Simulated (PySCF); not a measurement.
# WOF3 at several levels of theory

Computed with PySCF 2.14.0 (density fitting, no spin-orbit coupling) at the geometry relaxed with r2SCAN:

```xyz
5
WOF3 (doublet)
W    -0.0462    0.0947   -0.0511
O     1.0524    1.1701    0.6783
F    -1.2526   -1.1575    0.6737
F     1.0881   -1.1689   -0.7959
F    -1.3519    1.2524   -0.6797
```

```tsv
level	basis	state	HOMO (eV)	gap (eV)	charge on W1 (e)	dipole about the centre of mass (D)	largest force component (eV/Å)
r2SCAN	W def2-SVP with ECP60, O def2-SVP, F def2-SVP	doublet	-6.13	1.91	1.26	0.69	0.04
PBE	the same	doublet	-5.57	1.38	1.06	0.67	0.37
r2SCAN	W def2-TZVP with ECP60, O def2-TZVP, F def2-TZVP	doublet	-6.17	1.93	1.52	0.68	0.15
r2SCAN	W x2c-SVPall, O x2c-SVPall, F x2c-SVPall	doublet	-6.47	1.82	1.20	0.65	0.72
```

HOMO and gap are taken over both spins. Charges are Mulliken's, which hang on the basis. The relaxation used the grid (50, 194), these runs (75, 302) or, all-electron (x2c bases, spin-free X2C Hamiltonian), (99, 590).

(1) A further run in the first row's basis gives HOMO (eV) -5.67, gap (eV) 1.37, charge on W1 (e) 1.08, dipole about the centre of mass (D) 0.69, largest force component (eV/Å) 0.45. Which level was it?
A. CAM-B3LYP
B. TPSSh
C. BP86

No frequency check is given that shows the relaxed geometry to be a minimum. Open shells may have lower solutions than the one found.

## Answers

(1) C. The others give HOMO -6.39 eV (TPSSh); -8.70 eV (CAM-B3LYP).
